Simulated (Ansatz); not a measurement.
A nudged elastic band was laid between two geometries of C₃H₇Sb (11 atoms, charge 0, multiplicity 1).

These are results of Ansatz, RKS PBE0/def2-SVP, not measurements.

- movable images: 5
- climbing image: yes
- spring: 5.0 eV/Å²
- optimiser: quadratic models (default)
- start path: IDPP
- force threshold: 0.03 eV/Å
- iteration limit: 60
- end points: relaxed

First end point:

```xyz
11
Properties=species:S:1:pos:R:3
C -0.679 1.676 0.380
C -0.186 0.265 0.387
C 0.653 -0.266 -0.510
Sb 1.461 -2.255 -0.439
H -1.779 1.708 0.312
H -0.265 2.251 -0.462
H -0.409 2.193 1.317
H -0.564 -0.365 1.204
H 1.034 0.370 -1.321
H 0.414 -2.883 -1.653
H 0.386 -2.750 0.806
```

Last end point:

```xyz
11
Properties=species:S:1:pos:R:3
C -0.787 1.647 0.284
C -0.323 0.226 0.313
C 0.803 -0.230 -0.246
Sb 1.537 -2.244 -0.108
H -0.905 2.045 1.307
H -1.777 1.728 -0.197
H -0.085 2.297 -0.260
H -0.984 -0.477 0.839
H 1.463 0.479 -0.763
H 1.057 -2.692 -1.700
H 0.066 -2.836 0.552
```

(1) What changes between the two ends?

(2) What energy profile does the band end with?

(3) What is the geometry of the highest image?

(4) What are the harmonic wavenumbers there?

The band took 8 iterations and about 3 core-minutes.

## Answers

(1) No bond is made or broken. The dihedral H6–C1–C2–C3 goes from 0 to 121°. The two ends are copies of one structure, up to a mirror image or an exchange of like atoms.

(2) The forces met the threshold. The highest image is number 3 of 0 to 6, 0.085 eV above the ends, which have the same energy within 2 meV. A vibrational analysis at the climbing image gives one clearly imaginary mode, 206i cm⁻¹: a first-order saddle point.

```json
{"image": "0", "path coordinate (Å)": "0.00", "energy (eV)": "0.000", "dihedral H6–C1–C2–C3 (°)": "0"}
{"image": "1", "path coordinate (Å)": "0.57", "energy (eV)": "0.014", "dihedral H6–C1–C2–C3 (°)": "15"}
{"image": "2", "path coordinate (Å)": "1.14", "energy (eV)": "0.058", "dihedral H6–C1–C2–C3 (°)": "37"}
{"image": "3", "path coordinate (Å)": "1.72", "energy (eV)": "0.085", "dihedral H6–C1–C2–C3 (°)": "60"}
{"image": "4", "path coordinate (Å)": "2.28", "energy (eV)": "0.059", "dihedral H6–C1–C2–C3 (°)": "82"}
{"image": "5", "path coordinate (Å)": "2.83", "energy (eV)": "0.015", "dihedral H6–C1–C2–C3 (°)": "105"}
{"image": "6", "path coordinate (Å)": "3.39", "energy (eV)": "0.000", "dihedral H6–C1–C2–C3 (°)": "121"}
```

(3) 
```xyz
11
Properties=species:S:1:pos:R:3
C -0.771 1.654 0.318
C -0.299 0.225 0.345
C 0.769 -0.237 -0.316
Sb 1.533 -2.241 -0.195
H -1.667 1.796 0.938
H -1.021 1.975 -0.706
H 0.005 2.342 0.692
H -0.890 -0.473 0.951
H 1.367 0.460 -0.919
H 0.896 -2.735 -1.716
H 0.143 -2.823 0.628
```

(4) 206i, 114, 171, 196, 308, 581, 611, 710, 761, 831, 979, 993, 1042, 1071, 1216, 1318, 1380, 1455, 1459, 1701, 1934, 1956, 3055, 3137, 3149, 3154, 3169 cm⁻¹.

The run took 110 s on 2 threads of AMD EPYC 7B13 (Zen 3), with other jobs on the host, peak memory 0.25 GiB.
